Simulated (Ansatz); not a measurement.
Consider the formal exchange of groups at the Si–N bond: `CN([SiH3])B[SiH3]` + `CB(F)F` → `FB(F)C[SiH3]` + `CNB[SiH3]`.

Computed with Ansatz on PBE0-D4/def2-TZVP structures; ΔE is electronic, products minus reactants. CCSD(T)/CBS is the MP2 limit (def2-TZVPP, def2-QZVPP) plus CCSD(T) − MP2 in def2-TZVPP, frozen cores. Functionals use def2-TZVPP. One conformer a species, not always the lowest.

CCSD(T)/CBS gives +5.9 kcal/mol.

Problem. Another level gave +6.4 kcal/mol. Which?
A. B2PLYP/def2-TZVPP
B. PBE-D4/def2-TZVPP
C. PBE/def2-TZVPP
D. MP2/def2-TZVPP

Solution. D. MP2/def2-TZVPP 6.4, B2PLYP 5.0, PBE-D4 4.0, PBE 2.7 kcal/mol.

Largest T1 diagnostic among the species: 0.014.

The D4 term adds +2.1 kcal/mol with B3LYP and +1.1 kcal/mol with PBE0; it sums over pairs of atoms, weighted by their polarisabilities, and B3LYP, whose exchange is more repulsive, gets the larger term.

B3LYP here is the variant with VWN-RPA as its local correlation; programs differ in this.
